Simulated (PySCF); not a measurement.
GeFI, SMILES [F][Ge][I] (connectivity only; charge and spin as stated), neutral, multiplicity 1. The structure is a stationary point at B3LYP-D3(BJ)/def2-TZVP. The def2 effective core potentials stand for the cores of I; spin–orbit coupling is left out.

These are B3LYP-D3(BJ)/def2-TZVP (PySCF) values and carry that method's errors.

Harmonic wavenumbers (cm⁻¹): 152, 238, 650. Rotational constants (GHz): 11.97, 1.316, 1.186; symmetry number 1.

**Question.** Work out the zero-point energy and the ideal-gas rigid-rotor harmonic-oscillator thermochemistry at 298.15 K and 1 atm.

**Answer.** ZPE = ½ Σ hcν = ½ × 1041 cm⁻¹ = 1.49 kcal/mol. H − E(el) = 4.66 kcal/mol. Entropy in cal/(mol K): translation 42.05, rotation 27.24, vibration 4.83, total 74.12. G − E(el) = -17.44 kcal/mol. Cp = 12.56 cal/(mol K).
